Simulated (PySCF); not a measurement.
## How methods differ on the excitation energy of In²⁺

In²⁺ [Kr] 4d10 5s1 (2S) → In²⁺ [Kr] 4d10 5d1 (2D), as a difference of total energies. All numbers are calculated (PySCF 2.14, scalar relativity by spin-free X2C-1e, in x2c-TZVPPall with one added diffuse shell each of s, p, d, f type (9s7p5d3f, 76 functions)). Correlated levels: valence and next inner shell: [Ar] 3d10 frozen. The calculations carry no spin-orbit coupling.

```csv
method,excitation energy (eV)
UHF,14.942
LDA,16.211
PBE,15.651
PBE0,15.558
r2SCAN,15.620
TPSS,15.440
wB97X,15.671
M06-2X,15.484
wB97M-V,15.550
MP2 (valence and next inner shell),15.962
SCS-MP2 (valence and next inner shell),15.801
```

How much does correlation contribute at MP2 (valence and next inner shell)?

15.962 − (14.942) = 1.020 eV, measured against UHF.

A first-order spin-orbit estimate (lowest level to lowest level, LS coupling) adds -0.021 eV.

The promoted electron is Rydberg-like, and one or two diffuse shells describe it only roughly, which tends to raise the upper state.
